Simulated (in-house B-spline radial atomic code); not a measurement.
How G0W0 and RPA depend on the start: V5+

Configuration [Ne] 3s2 3p6. Computed with an all-electron radial atomic-structure program (B-spline basis): all electrons, non-relativistic, point nucleus, each spin shell either full or empty, empty states to l = 9 with an (l + 1/2)⁻⁴ tail; G0W0 by contour deformation at full frequency.

| start | mean-field 3p (eV) | G0W0 (eV) | QP weight | RPA correlation (Eh) |
| --- | --- | --- | --- | --- |
| Hartree-Fock | -128.26 | -128.85 | 0.971 | -1.0855 |
| LDA VWN5 | -117.29 | -128.34 | 0.948 | -1.2259 |
| PBE | -117.30 | -128.27 | 0.949 | -1.2237 |
| PBE0 | -120.41 | -128.45 | 0.957 | -1.1829 |
| r2SCAN | -118.31 | -128.41 | 0.953 | -1.2012 |
| HSE06 | -119.96 | -128.44 | 0.956 | -1.1869 |
| B3LYP (VWN-RPA) | -119.80 | -128.42 | 0.955 | -1.1914 |
| SCAN | -118.35 | -128.38 | 0.953 | -1.2004 |
| TPSS | -117.62 | -128.30 | 0.950 | -1.2153 |
| BHandHLYP | -123.31 | ? | ? | ? |
| CAM-B3LYP | -121.79 | -128.52 | 0.959 | -1.1725 |
| LC-wPBE | -122.96 | -128.54 | 0.961 | -1.1692 |
| wB97X | -122.79 | -128.44 | 0.962 | -1.1638 |
| PBEsol | -117.17 | -128.30 | 0.948 | -1.2243 |
| BLYP | -117.13 | -128.26 | 0.948 | -1.2244 |
| r2SCAN0 | -121.08 | -128.53 | 0.959 | -1.1687 |
| LDA exchange-only | -115.35 | ? | ? | ? |

Task: What G0W0 level, weight and RPA correlation energy follow from the LDA exchange-only start?

Result: G0W0 level -128.39 eV, weight 0.947, RPA correlation -1.2252 hartree.

Task: What G0W0 level, weight and RPA correlation energy follow from the BHandHLYP start?

Result: G0W0 level -128.61 eV, weight 0.963, RPA correlation -1.1474 hartree.

Task: How much of the dependence on the start does G0W0 remove?

Result: The mean-field levels span 12.9 eV and the G0W0 levels 0.589 eV. Against 128.125 ± 0.025 eV (NIST, measured) the G0W0 removal energies are off by +0.13 to +0.72 eV, with relativity, Breit and QED terms left out.
